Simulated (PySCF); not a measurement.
InBr2, SMILES [Br][In+][Br], charge +1.

Coordinates come from a PBE-D3(BJ)/def2-SVP optimisation. The multiplicity is an assumed one; other spin states were not compared. The isomer is the one that the SMILES or the coordinates give; other isomers of the formula were not compared. The def2 effective core potentials stand for the cores of In; spin–orbit coupling is left out.

Calculation: PBE-D3(BJ)/def2-SVP (PySCF 2.14.0).

Frequencies are harmonic and unscaled.

Modes within 1.5 cm⁻¹ of each other (mostly degenerate sets) share a row, with their intensities summed.

Computed normal modes with their intensities:
```tsv
mode	ν (cm⁻¹)	IR (km/mol)	moving atoms (share of kinetic energy)
1–2	61	7.4	In 58 %, Br 42 %
3	215	0.0	Br 100 %
4	347	27.0	In 58 %, Br 42 %
```
